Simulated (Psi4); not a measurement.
Complex: N2 (SMILES N#N) (first 2 atoms) with C2H6O (SMILES CCO); geometry from B3LYP-D3(BJ)/def2-TZVP.
(charge 0, multiplicity 1):
```xyz
11

N      1.14415     0.98750    -0.19306
N      0.77129     0.24647     0.51469
C     -1.36065     0.48160     3.72128
C      0.09426     0.11886     3.96995
O      0.44545    -1.15231     3.43495
H     -1.60591     1.43892     4.18770
H     -2.02071    -0.28403     4.13166
H     -1.56487     0.56949     2.65098
H      0.75355     0.90083     3.57122
H      0.28980     0.04724     5.04090
H      0.34459    -1.11338     2.47777
```

Computed with SAPT0/jun-cc-pV(D+d)Z in Psi4.

Problem. Give the four SAPT terms and the total, and say what mostly holds the pair together.

Solution. electrostatics -5.6, exchange 8.1, induction -1.5, dispersion -5.3, total -4.3 kJ/mol; the largest attraction is electrostatics.
